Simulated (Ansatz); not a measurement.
The same path of Cl3FH4NOTa (11 atoms, charge 0, multiplicity 1) was run twice with different band settings. Lost on the way: Ta1–Cl2, N8–H11. Made: Cl2–H11.

Computed with RKS PBE/def2-SVP (Ansatz).

Relaxed end points:

```xyz
11
Properties=species:S:1:pos:R:3
Ta -0.124 -0.072 0.299
Cl 2.100 -0.944 0.080
Cl 0.097 -0.435 2.644
O 0.079 0.479 -1.520
H 0.745 0.369 -2.220
Cl -1.954 1.385 0.595
F -1.091 -1.654 -0.003
N 1.061 1.906 0.839
H 1.011 2.068 1.856
H 0.686 2.745 0.373
H 2.059 1.821 0.598
```

```xyz
11
Properties=species:S:1:pos:R:3
Ta -0.671 0.318 0.501
Cl 2.986 0.212 -0.850
Cl -0.618 -0.006 2.849
O -0.033 0.543 -1.260
H 0.889 0.436 -1.617
Cl -2.714 1.360 0.312
F -0.609 -1.560 0.336
N 0.949 1.520 0.918
H 1.169 1.764 1.891
H 1.118 2.327 0.304
H 2.200 0.754 0.158
```

Common settings: movable images 5; climbing image yes; spring 5.0 eV/Å²; start path through a guess of the saddle point; force threshold 0.05 eV/Å; iteration limit 60; end points relaxed.

| run | optimiser |
| --- | --- |
| 1 | quadratic models (default) |
| 2 | lbfgs |

What does each run give, and how far can it be trusted?

Run 1: converged after 37 iterations, highest image 1.298 eV above the first end. The highest image is an end point: on this band no image between the ends rises above it. A vibrational analysis next to that end finds imaginary modes (51i cm⁻¹), so it isn't a minimum. Between wells the path still climbs a hump at image 2, 0.52 eV above the well before it.
Run 2: not converged after 60 iterations, highest image 1.468 eV above the first end. The band didn't meet its force threshold, so its energies are provisional: the largest band force was still 0.42 eV/Å, and over the last iterations the top stayed at 1.47 eV.
The orbitals stay closed-shell, which can raise the energy where a bond breaks towards radicals; this wasn't checked here.
